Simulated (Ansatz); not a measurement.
## Pulling the pair apart

The pair of K⁺ (SMILES [K+], atom 1) and H₂S (SMILES S, atoms 2–4), both closed shells, in one local arrangement (a lower one may exist), relaxed at PBE0-D4/def2-TZVP:

K1  (0.120, 0.032, -2.659)
S2  (0.291, 0.411, 0.583)
H3  (-0.982, 0.367, 1.010)
H4  (0.572, -0.810, 1.066)
(Å)

H₂S is shifted rigidly along the line between the mean atom positions of the two fragments (negative: closer). Counterpoise interaction energies in kcal/mol. Ansatz 0.2.0; basis: def2-TZVPPD; cores frozen in the correlated methods. The outer core shell of Li, Na, Mg and K is correlated. The def2 sets are not built for correlating such inner shells, so the correlated values are less sure here. B3LYP uses VWN-RPA correlation.

```tsv
shift (Å)	B3LYP-D4	r2SCAN-D4	MP2
-0.33	-8.66	-8.21	-7.55
-0.16	-10.30	-9.77	-9.27
0.00	-10.81	-10.19	-9.78
0.16	-10.78	-9.98	-9.61
0.39	-10.82	-9.24	-8.81
0.82	-9.37	-7.39	-6.91
1.63	-5.36	-4.44	-4.10
3.27	-1.97	-1.89	-1.76
```

(1) What does CCSD(T) give at these shifts? (Judge from chemistry; the value comes from the calculation.)

The T1 diagnostic stays at or below 0.008.

## Answers

(1) By the calculation: -7.12, -8.92, -9.50, -9.37, -8.62, -6.77, -4.02, -1.72 kcal/mol. For zero shift, CCSD(T) at an estimated basis limit (MP2 extrapolated from triple and quadruple zeta, plus CCSD(T) − MP2 in triple zeta) gives -10.38 kcal/mol. These are counterpoise interaction energies, counted from the two frozen fragments.

For scale, one of the runs: CCSD(T)/def2-TZVPPD, 121 basis functions, launched by `ansatz run in.yaml --threads 2 --pin off --events-out ev --progress --plain --max-ram 5222MiB`. The run took about 4.4 s on 2 CPU threads of an Intel Xeon Platinum 8259CL (shared host).
